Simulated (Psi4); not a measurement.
Input for Psi4: SAPT0/aug-cc-pVDZ on GaH6N (a complex), monomers drawn apart or pushed together.

```
memory 1800 MB

molecule dimer {
0 1
Ga    0.47028930   -0.36793714    0.77091002
H     0.08717462   -1.90124178    0.83917580
H    -0.28102932    0.54110830   -0.28343333
H     1.92853494    0.05567303    1.21425464
--
0 1
N    -1.44588043    0.82002797    3.98281689
H    -2.43920809    0.63378155    3.89559588
H    -1.10168725    0.33443557    4.80423483
H    -1.31998173    1.81637988    4.12573856
units angstrom
symmetry c1
no_reorient
no_com
}

set {
  basis aug-cc-pVDZ
  scf_type df
  freeze_core true
}

energy('sapt0')
```

The log:

```
[...]
==> Input File <==

--------------------------------------------------------------------------
memory 1800 MB

molecule dimer {
0 1
Ga    0.47028930   -0.36793714    0.77091002
H     0.08717462   -1.90124178    0.83917580
H    -0.28102932    0.54110830   -0.28343333
H     1.92853494    0.05567303    1.21425464
--
0 1
N    -1.44588043    0.82002797    3.98281689
H    -2.43920809    0.63378155    3.89559588
H    -1.10168725    0.33443557    4.80423483
H    -1.31998173    1.81637988    4.12573856
units angstrom
symmetry c1
no_reorient
no_com
}

set {
  basis aug-cc-pVDZ
  scf_type df
  freeze_core true
}

energy('sapt0')
--------------------------------------------------------------------------


   => Loading Basis Set <=

    Name: AUG-CC-PVDZ
    Role: ORBITAL
    Keyword: BASIS
    atoms 1        entry GA         line  2890 file aug-cc-pvdz.gbs
    atoms 2-4, 6-8 entry H          line    40 file aug-cc-pvdz.gbs
    atoms 5        entry N          line   218 file aug-cc-pvdz.gbs

   => Loading Basis Set <=

    Name: AUG-CC-PVDZ
    Role: ORBITAL
    Keyword: BASIS
    atoms 1        entry GA         line  2890 file aug-cc-pvdz.gbs
    atoms 2-4, 6-8 entry H          line    40 file aug-cc-pvdz.gbs
    atoms 5        entry N          line   218 file aug-cc-pvdz.gbs


  //>>>>>>>>>>>>>>>>>>>>>>>>>>>>>>>>>>>//
  //              Dimer HF             //
  //<<<<<<<<<<<<<<<<<<<<<<<<<<<<<<<<<<<//

   => Libint2 <=

    Primary   basis highest AM E, G, H:  7, 6, 3
    Auxiliary basis highest AM E, G, H:  7, 7, 4
    Onebody   basis highest AM E, G, H:  -, -, -
    Solid Harmonics ordering:            Gaussian


   => Loading Basis Set <=

    Name: AUG-CC-PVDZ
    Role: ORBITAL
    Keyword: BASIS
    atoms 1        entry GA         line  2890 file aug-cc-pvdz.gbs
    atoms 2-4, 6-8 entry H          line    40 file aug-cc-pvdz.gbs
    atoms 5        entry N          line   218 file aug-cc-pvdz.gbs


         ---------------------------------------------------------
                                   SCF
               by Justin Turney, Rob Parrish, Andy Simmonett
                          and Daniel G. A. Smith
                              RHF Reference
                        1 Threads,   1716 MiB Core
         ---------------------------------------------------------

  ==> Geometry <==

    Molecular point group: c1
    Full point group: C1

    Geometry (in Angstrom), charge = 0, multiplicity = 1:

       Center              X                  Y                   Z               Mass
    ------------   -----------------  -----------------  -----------------  -----------------
         GA           0.470289300000    -0.367937140000     0.770910020000    68.925573500000
         H            0.087174620000    -1.901241780000     0.839175800000     1.007825032230
         H           -0.281029320000     0.541108300000    -0.283433330000     1.007825032230
         H            1.928534940000     0.055673030000     1.214254640000     1.007825032230
         N           -1.445880430000     0.820027970000     3.982816890000    14.003074004430
         H           -2.439208090000     0.633781550000     3.895595880000     1.007825032230
         H           -1.101687250000     0.334435570000     4.804234830000     1.007825032230
         H           -1.319981730000     1.816379880000     4.125738560000     1.007825032230

  Running in c1 symmetry.

  Rotational constants: A =      0.28649  B =      0.04800  C =      0.04216 [cm^-1]
  Rotational constants: A =   8588.64638  B =   1439.13547  C =   1263.86643 [MHz]
  Nuclear repulsion =   87.590368873899976

  Charge       = 0
  Multiplicity = 1
  Electrons    = 44
  Nalpha       = 22
  Nbeta        = 22

  ==> Algorithm <==

  SCF Algorithm Type is DF.
  DIIS enabled.
  MOM disabled.
  Fractional occupation disabled.
  Guess Type is SAD.
  Energy threshold   = 1.00e-08
  Density threshold  = 1.00e-08
  Integral threshold = 1.00e-12

  ==> Primary Basis <==

  Basis Set: AUG-CC-PVDZ
    Blend: AUG-CC-PVDZ
    Number of shells: 53
    Number of basis functions: 113
    Number of Cartesian functions: 118
    Spherical Harmonics?: true
    Max angular momentum: 2

   => Loading Basis Set <=

    Name: (AUG-CC-PVDZ AUX)
    Role: JKFIT
    Keyword: DF_BASIS_SCF
    atoms 1        entry GA         line   936 file aug-cc-pvdz-jkfit.gbs
    atoms 2-4, 6-8 entry H          line    70 file aug-cc-pvdz-jkfit.gbs
    atoms 5        entry N          line   212 file aug-cc-pvdz-jkfit.gbs

  ==> Integral Setup <==

  DFHelper Memory: AOs need 0.048 GiB; user supplied 1.257 GiB.
  SCF_SUBTYPE=INCORE selected. In-core MEM_DF algorithm will be used.
  Using in-core AOs.

  ==> MemDFJK: Density-Fitted J/K Matrices <==

    J tasked:                   Yes
    K tasked:                   Yes
    wK tasked:                   No
    OpenMP threads:               1
    Algorithm:                 Core
    Schwarz Cutoff:           1E-12
    Mask sparsity (%):       0.4699
    Fitting Con
[...]
02A      7.999311   103A      7.999315   104A     13.876396
     105A     13.876397   106A     13.959922   107A     14.079062
     108A     14.079066   109A     30.547557   110A    100.741805
     111A    101.328872   112A    101.328878   113A    543.725784

    Final Occupation by Irrep:
              A
    DOCC [     5 ]
    NA   [     5 ]
    NB   [     5 ]

  @DF-RHF Final Energy:   -56.20532696012978

   => Energetics <=

    Nuclear Repulsion Energy =             11.9204287637795563
    One-Electron Energy =                 -99.5001379157729389
    Two-Electron Energy =                  31.3743821918636030
    Total Energy =                        -56.2053269601297814

Computation Completed


Properties will be evaluated at   0.000000,   0.000000,   0.000000 [a0]

Properties computed using the SCF density matrix


 Multipole Moments:

 ------------------------------------------------------------------------------------
     Multipole            Electronic (a.u.)      Nuclear  (a.u.)        Total (a.u.)
 ------------------------------------------------------------------------------------

 L = 1.  Multiply by 2.5417464519 to convert [e a0] to [Debye]
 Dipole X            :         28.0171836          -28.3119526           -0.2947690
 Dipole Y            :        -15.9267089           16.1095236            0.1828147
 Dipole Z            :        -76.4277156           76.9218452            0.4941297
 Magnitude           :                                                    0.6037169

 ------------------------------------------------------------------------------------

  Constructing Basis Sets for SAPT...

   => Loading Basis Set <=

    Name: (AUG-CC-PVDZ AUX)
    Role: RIFIT
    Keyword: DF_BASIS_SAPT
    atoms 1        entry GA         line   690 file aug-cc-pvdz-ri.gbs
    atoms 2-4, 6-8 entry H          line    30 file aug-cc-pvdz-ri.gbs
    atoms 5        entry N          line   158 file aug-cc-pvdz-ri.gbs

   => Loading Basis Set <=

    Name: (AUG-CC-PVDZ AUX)
    Role: JKFIT
    Keyword: DF_BASIS_ELST
    atoms 1        entry GA         line   936 file aug-cc-pvdz-jkfit.gbs
    atoms 2-4, 6-8 entry H          line    70 file aug-cc-pvdz-jkfit.gbs
    atoms 5        entry N          line   212 file aug-cc-pvdz-jkfit.gbs


  //>>>>>>>>>>>>>>>>>>>>>>>>>>>>>>>>>>>//
  //               SAPT0               //
  //<<<<<<<<<<<<<<<<<<<<<<<<<<<<<<<<<<<//



        SAPT0
    Ed Hohenstein
     6 June 2009

      Orbital Information
  --------------------------
    NSO        =       113
    NMO        =       113
    NRI        =       340
    NRI (Elst) =       472
    NOCC A     =        17
    NOCC B     =         5
    FOCC A     =         9
    FOCC B     =         1
    NVIR A     =        96
    NVIR B     =       108

    Elst10,r            =    -0.005902921557 [Eh]
    Exch10              =     0.000373977816 [Eh]
    Exch10 (S^2)        =     0.000373795913 [Eh]

    Maxiter = 50
    CPHF R converge = 1.000000E-08

    Iter     Energy [mEh]          dE [mEh]         Residual      Time [s]
       1      -0.16862184       0.168621839     1.700378e-03             0
       2      -0.19034857       0.021726734     4.764154e-04             0
       3      -0.19233007       0.001981495     5.677214e-05             0
       4      -0.19210031      -0.000229759     8.192507e-06             0
       5      -0.19209778      -0.000002532     1.071957e-06             0
       6      -0.19210176       0.000003985     9.405498e-08             0
       7      -0.19210104      -0.000000722     1.159959e-08             0
       8      -0.19210110       0.000000065     1.300367e-09             0

    CHF Iterations converged

    Maxiter = 50
    CPHF R converge = 1.000000E-08

    Iter     Energy [mEh]          dE [mEh]         Residual      Time [s]
       1      -0.67324462       0.673244617     3.936211e-03             0
       2      -0.82186321       0.148618592     1.745170e-03             0
       3      -0.83837859       0.016515376     4.059264e-04             0
       4      -0.83488301      -0.003495571     1.014322e-04             0
       5      -0.83433980      -0.000543217     2.054493e-05             0
       6      -0.83459085       0.000251050     3.591677e-06             0
       7      -0.83455257      -0.000038274     7.641576e-07             0
       8      -0.83455833       0.000005761     1.690478e-07             0
       9      -0.83455745      -0.000000886     1.882829e-08             1
      10      -0.83455751       0.000000059     1.586515e-09             1

    CHF Iterations converged

    Ind20,r (A<-B)      =    -0.000192101104 [Eh]
    Ind20,r (B<-A)      =    -0.000834557508 [Eh]
    Ind20,r             =    -0.001026658612 [Eh]
    Exch-Ind20,r (A<-B) =     0.000004107390 [Eh]
    Exch-Ind20,r (B<-A) =     0.000459304734 [Eh]
    Exch-Ind20,r        =     0.000463412124 [Eh]
    Disp20              =    -0.000751062712 [Eh]
    Disp20 (SS)         =    -0.000375531356 [Eh]
    Disp20 (OS)         =    -0.000375531356 [Eh]
    Exch-Disp20         =     0.000031928790 [Eh]
    Exch-Disp20 (SS)    =     0.000020652042 [Eh]
    Exch-Disp20 (OS)    =     0.000011276749 [Eh]

    SAPT Results
  --------------------------------------------------------------------------------------------------------
    Electrostatics                 -5.90292156 [mEh]      -3.70413920 [kcal/mol]     -15.49811841 [kJ/mol]
      Elst10,r                     -5.90292156 [mEh]      -3.70413920 [kcal/mol]     -15.49811841 [kJ/mol]

    Exchange                        0.37397782 [mEh]       0.23467462 [kcal/mol]       0.98187862 [kJ/mol]
      Exch10                        0.37397782 [mEh]       0.23467462 [kcal/mol]       0.98187862 [kJ/mol]
      Exch10(S^2)                   0.37379591 [mEh]       0.23456048 [kcal/mol]       0.98140104 [kJ/mol]

    Induction                      -0.68881367 [mEh]      -0.43223711 [kcal/mol]      -1.80848005 [kJ/mol]
      Ind20,r                      -1.02665861 [mEh]      -0.64423801 [kcal/mol]      -2.69549181 [kJ/mol]
      Exch-Ind20,r                  0.46341212 [mEh]       0.29079550 [kcal/mol]       1.21668836 [kJ/mol]
      delta HF,r (2)               -0.12556719 [mEh]      -0.07879460 [kcal/mol]      -0.32967660 [kJ/mol]

    Dispersion                     -0.71913392 [mEh]      -0.45126335 [kcal/mol]      -1.88808585 [kJ/mol]
      Disp20                       -0.75106271 [mEh]      -0.47129897 [kcal/mol]      -1.97191488 [kJ/mol]
      Exch-Disp20                   0.03192879 [mEh]       0.02003562 [kcal/mol]       0.08382903 [kJ/mol]
      Disp20 (SS)                  -0.37553136 [mEh]      -0.23564948 [kcal/mol]      -0.98595744 [kJ/mol]
      Disp20 (OS)                  -0.37553136 [mEh]      -0.23564948 [kcal/mol]      -0.98595744 [kJ/mol]
      Exch-Disp20 (SS)              0.02065204 [mEh]       0.01295935 [kcal/mol]       0.05422193 [kJ/mol]
      Exch-Disp20 (OS)              0.01127675 [mEh]       0.00707627 [kcal/mol]       0.02960710 [kJ/mol]

  Total HF                         -6.21775742 [mEh]      -3.90170168 [kcal/mol]     -16.32471985 [kJ/mol]
  Total SAPT0                      -6.93689134 [mEh]      -4.35296503 [kcal/mol]     -18.21280570 [kJ/mol]

  Special recipe for scaled SAPT0 (see Manual):
    Electrostatics sSAPT0          -5.90292156 [mEh]      -3.70413920 [kcal/mol]     -15.49811841 [kJ/mol]
    Exchange sSAPT0                 0.37397782 [mEh]       0.23467462 [kcal/mol]       0.98187862 [kJ/mol]
    Induction sSAPT0               -0.68813680 [mEh]      -0.43181236 [kcal/mol]      -1.80670293 [kJ/mol]
    Dispersion sSAPT0              -0.71908729 [mEh]      -0.45123408 [kcal/mol]      -1.88796341 [kJ/mol]
  Total sSAPT0                     -6.93616783 [mEh]      -4.35251103 [kcal/mol]     -18.21090613 [kJ/mol]
  --------------------------------------------------------------------------------------------------------



*** Psi4 exiting successfully. Buy a developer a beer!
```

The run finished.

Cost: roughly 20 core-seconds.
